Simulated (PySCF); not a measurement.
## Spin-rotation constants: `COC(C)(C)OC(F)F`, C$_{5}$H$_{10}$F$_{2}$O$_{2}$

Geometry:
```json
{"atom": "C1", "x (Å)": "-1.157", "y (Å)": "-1.747", "z (Å)": "0.316"}
{"atom": "O2", "x (Å)": "-0.545", "y (Å)": "-0.878", "z (Å)": "-0.624"}
{"atom": "C3", "x (Å)": "-0.172", "y (Å)": "0.386", "z (Å)": "-0.164"}
{"atom": "C4", "x (Å)": "-1.275", "y (Å)": "1.141", "z (Å)": "0.575"}
{"atom": "C5", "x (Å)": "0.313", "y (Å)": "1.168", "z (Å)": "-1.384"}
{"atom": "O6", "x (Å)": "0.894", "y (Å)": "0.259", "z (Å)": "0.813"}
{"atom": "C7", "x (Å)": "1.970", "y (Å)": "-0.451", "z (Å)": "0.440"}
{"atom": "F8", "x (Å)": "3.000", "y (Å)": "0.355", "z (Å)": "0.068"}
{"atom": "F9", "x (Å)": "2.431", "y (Å)": "-1.148", "z (Å)": "1.499"}
{"atom": "H10", "x (Å)": "-1.136", "y (Å)": "-2.733", "z (Å)": "-0.142"}
{"atom": "H11", "x (Å)": "-2.194", "y (Å)": "-1.457", "z (Å)": "0.505"}
{"atom": "H12", "x (Å)": "-0.603", "y (Å)": "-1.768", "z (Å)": "1.257"}
{"atom": "H13", "x (Å)": "-1.472", "y (Å)": "0.675", "z (Å)": "1.536"}
{"atom": "H14", "x (Å)": "-2.179", "y (Å)": "1.140", "z (Å)": "-0.028"}
{"atom": "H15", "x (Å)": "-0.952", "y (Å)": "2.162", "z (Å)": "0.747"}
{"atom": "H16", "x (Å)": "1.004", "y (Å)": "0.567", "z (Å)": "-1.969"}
{"atom": "H17", "x (Å)": "-0.537", "y (Å)": "1.423", "z (Å)": "-2.008"}
{"atom": "H18", "x (Å)": "0.815", "y (Å)": "2.075", "z (Å)": "-1.059"}
{"atom": "H19", "x (Å)": "1.786", "y (Å)": "-1.161", "z (Å)": "-0.386"}
```

Theory: GIAO CAM-B3LYP/pcSseg-1 magnetisability, rotational g tensor and spin-rotation constants, non-relativistic, gas phase (PySCF 2.14.0). Geometry: GFN2-xTB.

**Question.** Give the nuclear spin-rotation constants along the inertial axes (H = +C I·J) beside the isotropic shieldings.

**Answer.** Rotational constants 2.2601, 1.2295, 0.9969 GHz. A star marks the isotopologue with that one atom substituted, in its own axes.
| atom | isotope | Caa (kHz) | Cbb (kHz) | Ccc (kHz) | mean (kHz) | σ (ppm) |
| --- | --- | --- | --- | --- | --- | --- |
| F8 | 19F | 2.052 | 1.169 | 1.637 | 1.619 | 268.3 |
| F9 | 19F | 1.978 | 1.196 | 1.448 | 1.540 | 279.9 |
| H10 | 1H | -0.235 | -0.070 | -0.003 | -0.103 | 28.2 |
| H11 | 1H | 0.049 | -0.133 | -0.078 | -0.054 | 28.3 |
| H12 | 1H | -0.071 | -0.106 | -0.041 | -0.073 | 28.0 |
| H13 | 1H | -0.263 | -0.026 | -0.056 | -0.115 | 29.9 |
| H14 | 1H | 0.026 | -0.145 | -0.101 | -0.074 | 30.7 |
| H15 | 1H | -0.251 | -0.027 | -0.066 | -0.115 | 30.2 |
| H16 | 1H | -0.176 | -0.133 | -0.011 | -0.107 | 30.2 |
| H17 | 1H | 0.008 | -0.116 | -0.110 | -0.073 | 30.3 |
| H18 | 1H | -0.208 | -0.045 | -0.071 | -0.108 | 30.3 |
| H19 | 1H | -0.169 | -0.108 | 0.052 | -0.075 | 25.1 |
| C1 | 13C* | 0.492 | 0.182 | 0.216 | 0.297 | 132.6 |
| O2 | 17O* | -0.248 | -0.143 | -0.088 | -0.160 | 268.7 |
| C3 | 13C* | 0.597 | 0.356 | 0.282 | 0.412 | 77.0 |
| C4 | 13C* | 0.317 | 0.226 | 0.147 | 0.230 | 158.2 |
| O6 | 17O* | -0.446 | -0.195 | -0.186 | -0.275 | 176.9 |
| C7 | 13C* | 0.707 | 0.341 | 0.310 | 0.453 | 61.4 |

For the geometry as given, no vibrational averaging.
